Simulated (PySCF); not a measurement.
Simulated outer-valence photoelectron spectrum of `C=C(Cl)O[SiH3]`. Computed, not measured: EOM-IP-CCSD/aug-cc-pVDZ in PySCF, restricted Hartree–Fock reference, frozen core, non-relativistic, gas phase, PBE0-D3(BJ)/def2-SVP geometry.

Each root has a Gaussian of 0.4 eV full width with its one-hole share as area; cross sections and vibrations are left out, and the highest printed point is 100.

```tsv
ionisation energy (eV)	intensity
8.6	1
8.8	10
9.0	40
9.2	41
9.4	10
9.6	1
9.8	0
10.0	0
10.2	0
10.4	0
10.6	0
10.8	0
11.0	0
11.2	1
11.4	10
11.6	50
11.8	97
12.0	100
12.2	41
12.4	7
12.6	21
12.8	47
13.0	33
13.2	36
13.4	46
13.6	16
13.8	4
14.0	23
14.2	47
14.4	24
14.6	4
14.8	9
15.0	37
15.2	40
15.4	11
15.6	1
```

Question: Where are the maxima, and how many lines lie under the curve?

Answer: 6 maxima, at 9.1, 11.9, 12.8, 13.3, 14.2 and 15.1 eV, from 8 lines. At this width some lines have no maximum of their own.

Question: List the lines with their holes.

Answer: 
```json
{"E (eV)": "9.10", "leading hole (HF orbital)": "HOMO", "area": "0.95", "Koopmans (eV)": "9.53"}
{"E (eV)": "11.70", "leading hole (HF orbital)": "HOMO-1", "area": "0.95", "Koopmans (eV)": "12.79"}
{"E (eV)": "11.92", "leading hole (HF orbital)": "HOMO-2", "area": "0.95", "Koopmans (eV)": "13.13"}
{"E (eV)": "12.02", "leading hole (HF orbital)": "HOMO-3", "area": "0.95", "Koopmans (eV)": "13.17"}
{"E (eV)": "12.82", "leading hole (HF orbital)": "HOMO-4", "area": "0.94", "Koopmans (eV)": "13.63"}
{"E (eV)": "13.35", "leading hole (HF orbital)": "HOMO-5", "area": "0.95", "Koopmans (eV)": "14.42"}
{"E (eV)": "14.20", "leading hole (HF orbital)": "HOMO-6", "area": "0.95", "Koopmans (eV)": "15.51"}
{"E (eV)": "15.11", "leading hole (HF orbital)": "HOMO-7", "area": "0.92", "Koopmans (eV)": "17.21"}
```

The widest gap, 2.60 eV, lies between 9.10 and 11.70 eV. Only orbitals with −ε under 21 eV, eight at most, were ionised, so the high end of the curve may lack lines.

Shape of the structure used: `[CH2:1]=[C:2]([Cl:3])[O:4][SiH3:5]`: C1–C2–O4–Si5 -179°.

One conformer stands for the species.
